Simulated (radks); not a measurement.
The numbers below are computed, except where a source is named.
All-electron atom: Mo2+ in [Kr] 4d4. Code: a radial shooting solver on a logarithmic mesh with Libxc functionals. Model: scalar-relativistic Kohn-Sham, PBEsol, spin-unpolarised, spherical densities, finite nucleus; Fermi nuclear charge, rms radius 4.4091 fm. Some entries of the table are withheld. Estimate them.

orbital  occ.  eigenvalue (eV)  <1/r> (bohr^-1)
1s          2        -19828.22            43.53
2s          2        -2816.601              (1)
2p          6        -2520.537            9.530
3s          2        -494.5611            3.363
3p          6              (2)            3.200
3d         10        -239.5680            2.968
4s          2         -82.6828              (3)
4p          6         -56.7030            1.095
4d          4         -20.8138           0.7700

Answer. 
(1) 2s <1/r> (bohr^-1): 9.800
(2) 3p eigenvalue (eV): -397.5492
(3) 4s <1/r> (bohr^-1): 1.235
